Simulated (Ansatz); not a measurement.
One change: `OB(O)CI` becomes `OB(O)[SiH2]F`.

Ansatz, PBE0-D4/def2-TZVP geometries, multiplicity 1. Each molecule was computed in one conformer, which needn't be the lowest.

Elements past krypton have def2 core potentials.  Spin–orbit coupling is left out; it splits and shifts lone-pair levels of the heavy atoms by tenths of an eV.

```json
{"property": "HOMO energy (PBE/def2-TZVPP) / eV", "`OB(O)CI`": "-5.94"}
{"property": "LUMO energy (ωB97M-V/def2-TZVPP) / eV", "`OB(O)CI`": "0.89"}
{"property": "HOMO–LUMO gap (B3LYP/def2-TZVPP) / eV", "`OB(O)CI`": "5.60"}
{"property": "HOMO energy (B3LYP/def2-TZVPP) / eV", "`OB(O)CI`": "-6.85"}
{"property": "HOMO–LUMO gap (PBE/def2-TZVPP) / eV", "`OB(O)CI`": "4.03"}
{"property": "HOMO energy (PBE0/def2-TZVPP) / eV", "`OB(O)CI`": "-7.09"}
```

(1) What does the change do to each property? (Estimate.)

Answers

(1) Ansatz gave: 
| property | `OB(O)[SiH2]F` | shift |
| --- | --- | --- |
| HOMO energy (PBE/def2-TZVPP) / eV | -6.98 | -1.04 |
| LUMO energy (ωB97M-V/def2-TZVPP) / eV | 1.10 | 0.21 |
| HOMO–LUMO gap (B3LYP/def2-TZVPP) / eV | 7.19 | 1.59 |
| HOMO energy (B3LYP/def2-TZVPP) / eV | -8.16 | -1.31 |
| HOMO–LUMO gap (PBE/def2-TZVPP) / eV | 5.33 | 1.30 |
| HOMO energy (PBE0/def2-TZVPP) / eV | -8.35 | -1.26 |

With PBE0 the HOMO falls by 1.26 eV and the LUMO rises by 0.25 eV, so the gap widens by about 1.51 eV. PBE moves the HOMO by -1.04 eV and ωB97M-V by -1.30 eV.

B3LYP here is the variant with VWN-RPA as its local correlation; programs differ in this.
